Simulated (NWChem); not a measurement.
System: C4H4F2; SMILES C(C)(=C=CF)F

```xyz
10

C     -1.1861     1.7895    -0.1187
C      0.0214     0.9317     0.0112
F      1.1582     1.6281    -0.1262
C      0.0569    -0.3614     0.2342
C      0.0550    -1.6391     0.5077
F      0.0331    -2.5949    -0.4219
H     -1.1850     2.2879    -1.1012
H     -1.1697     2.5780     0.6506
H     -2.1046     1.2002    -0.0143
H      0.0725    -2.0530     1.5229
```
Atoms are numbered in this order, from 1.

Structure relaxed at the PBE0/def2-SVP level.

Give the principal values of the shielding tensors (ppm) of C1, C2, F3, C4, C5 from PBE0/pcSseg-1, GIAO (NWChem), with their diamagnetic and paramagnetic parts as GIAO splits them.


```json
[
 {"atom": "C1", "σ11": "146.4", "σ22": "158.0", "σ33": "183.8", "isotropic": "162.8", "diamagnetic": "250.7", "paramagnetic": "-87.9"},
 {"atom": "C2", "σ11": "-34.2", "σ22": "55.1", "σ33": "84.7", "isotropic": "35.2", "diamagnetic": "246.2", "paramagnetic": "-211.1"},
 {"atom": "F3", "σ11": "182.3", "σ22": "262.3", "σ33": "363.4", "isotropic": "269.3", "diamagnetic": "477.6", "paramagnetic": "-208.2"},
 {"atom": "C4", "σ11": "-36.0", "σ22": "7.8", "σ33": "26.1", "isotropic": "-0.7", "diamagnetic": "265.1", "paramagnetic": "-265.9"},
 {"atom": "C5", "σ11": "-19.9", "σ22": "72.2", "σ33": "93.5", "isotropic": "48.6", "diamagnetic": "251.7", "paramagnetic": "-203.1"}
]
```
